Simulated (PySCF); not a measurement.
Several compounds and their computed core spectra got separated.

Method used: delta-SCF UKS SCAN, pcX-2 on the ionised atom, pcseg-1 elsewhere, spin-free X2C in PySCF 2.14.0. Geometries: PBE0-D3(BJ)/def2-SVP; isolated species, one conformer each.

Line lists (1s up to Mg, 2p3/2 beyond, nothing for Br or Ge; areas count atoms within a level, one atom standing for each set equivalent by bonding):
1. C 1s: 291.96 eV; N 1s: 405.12 eV; Si 2p3/2: 107.94 eV
2. C 1s: 289.71 (area 4), 290.09 (area 4) eV; Si 2p3/2: 105.82 eV
3. B 1s: 195.62 eV; C 1s: 290.49 (area 1), 291.16 (area 2), 291.38 (area 1), 292.92 (area 1), 293.28 (area 1) eV; O 1s: 538.56 (area 1), 538.58 (area 1) eV
4. C 1s: 291.37 eV; N 1s: 403.52 (area 1), 404.11 (area 1) eV

Structures:
A. `[H]/N=C\[SiH2]Br`
B. `[BH2-]1OC=CC(C2CC2)=[O+]1`
C. `C=C[Si](C=C)(C=C)C=C`
D. `C[NH][GeH2][NH][GeH3]`

Task: Match each list to its structure.

Result: 
- 1 = A: no other candidate has this set of levels. C 1s: 291.96 C=N carbon; N 1s: 405.12 C=N nitrogen; Si 2p3/2: 107.94 SiH2 silicon.
- 2 = C: no other candidate has this set of levels. C 1s: 289.71 alkene CH carbon (×4), 290.09 terminal =CH2 carbon (×4); Si 2p3/2: 105.82 four-coordinate silicon.
- 3 = B: no other candidate has this set of levels. B 1s: 195.62 four-coordinate boron; C 1s: 290.49 alkene CH carbon, 291.16 three-membered-ring carbon (×2), 291.38 three-membered-ring carbon, 292.92 vinylic carbon bearing oxygen, 293.28 carbon bonded to 2 C and O; O 1s: 538.56 boron-bound oxygen, 538.58 oxygen bonded to B and C.
- 4 = D: no other candidate has this set of levels. C 1s: 291.37 N-methyl carbon; N 1s: 403.52 nitrogen bonded to 2 Ge and H, 404.11 nitrogen bonded to C, Ge and H.

The 2p values aren't plain energy differences: one relaxed spin-free 2p hole is combined with a matrix within the shell (ground-state 2p orbital-energy differences and spin–orbit coupling). 2p3/2, the mean of its two sublevels, lies a third of the splitting below the shell's mean and 2p1/2 two thirds above it; the statistical areas are 2:1. 3 of these hole states are spin-contaminated (⟨S²⟩ up to 0.97, against 0.75; counted from 0.85) and less certain.
